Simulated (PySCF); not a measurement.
A calculated (B3LYP, PySCF 2.14, x2c-TZVPall, the spin-free X2C one-electron Hamiltonian (Gaussian nucleus)) atom or ion has these occupied shells.

```tsv
shell	electrons	orbital energy (eV)	rms radius, mean of both spins (bohr)
1s α	1	-7049.6	0.0675
1s β	1	-7049.6	0.0675
2s α	1	-851.41	0.289
2s β	1	-849.30	0.289
2p α	3	-727.86	0.261
2p β	3	-726.09	0.261
3s α	1	-119.03	0.872
3s β	1	-113.71	0.872
3p α	3	-84.048	0.934
3p β	3	-78.431	0.934
3d α	5	-29.248	1.22
3d β	1	-25.533	1.22
```

(1) Name the element and its charge.

## Answers

(1) Fe²⁺ (iron, charge +2), in [Ar] 3d6, high-spin 5D determinant.
